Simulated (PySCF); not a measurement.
Precursor series Hf Br-H. Gas-phase values, no solvent.

All values below come from TPSSh-D3(BJ)/def2-TZVP // TPSS-D3(BJ)/def2-SVP in PySCF 2.14.0. 

```
species                                  mean distance from the central atom to its bonded neighbours (Å)  HOMO (eV)  LUMO (eV)  charge on the central atom (Mulliken) (e)
---------------------------------------  ----------------------------------------------------------------  ---------  ---------  -----------------------------------------
0 of 4 Br replaced by H ([Hf(Br)4])                                                                 2.486      -8.27      -2.86                                       1.20
1 of 4 Br replaced by H ([Hf(Br)3(H)])                                                              2.323      -8.30      -2.83                                       1.07
2 of 4 Br replaced by H ([Hf(Br)2(H)2])                                                             2.165      -8.18      -2.84                                       0.98
3 of 4 Br replaced by H ([Hf(Br)(H)3])                                                              2.007      -8.04      -2.65                                       0.90
```
